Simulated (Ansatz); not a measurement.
Start from `C#[C][GeH]([F])[F]` and change one atom or group to get `[F][GeH]([F])[F]`.

Ansatz, PBE0-D4/def2-TZVP geometries, multiplicity 1. 

Scalar relativity is left out up to krypton.

```tsv
property	`C#[C][GeH]([F])[F]`
zero-point energy (PBE0-D4/def2-TZVP) / kJ/mol	83.8
HOMO–LUMO gap (B3LYP/def2-TZVPP) / eV	7.67
ideal-gas entropy at 298 K and 1 bar (rigid rotor, harmonic PBE0-D4/def2-TZVP) / J/(mol·K)	334
LUMO energy (B3LYP/def2-TZVPP) / eV	-1.19
HOMO energy (ωB97M-V/def2-TZVPP) / eV	-11.40
LUMO energy (PBE0/def2-TZVPP) / eV	-0.96
```

Question: Give the same properties after the change, and the shifts. (Best estimate.)

Answer: The calculation gave: 
```
                                                                                  property  `[F][GeH]([F])[F]`  shift
                                            zero-point energy (PBE0-D4/def2-TZVP) / kJ/mol                40.0  -43.8
                                                     HOMO–LUMO gap (B3LYP/def2-TZVPP) / eV               10.23   2.56
ideal-gas entropy at 298 K and 1 bar (rigid rotor, harmonic PBE0-D4/def2-TZVP) / J/(mol·K)                 295    -39
                                                       LUMO energy (B3LYP/def2-TZVPP) / eV               -0.89   0.30
                                                     HOMO energy (ωB97M-V/def2-TZVPP) / eV              -13.69  -2.29
                                                        LUMO energy (PBE0/def2-TZVPP) / eV               -0.46   0.50
```

With PBE0 the HOMO falls by 2.22 eV and the LUMO rises by 0.50 eV, so the gap widens by about 2.72 eV. PBE moves the HOMO by -1.72 eV and ωB97M-V by -2.29 eV. The zero-point energy changes by -43.8 kJ/mol with -6 modes.

Positive LUMOs are unbound, so they and the gaps depend on the basis.

B3LYP here is the variant with VWN-RPA as its local correlation; programs differ in this.
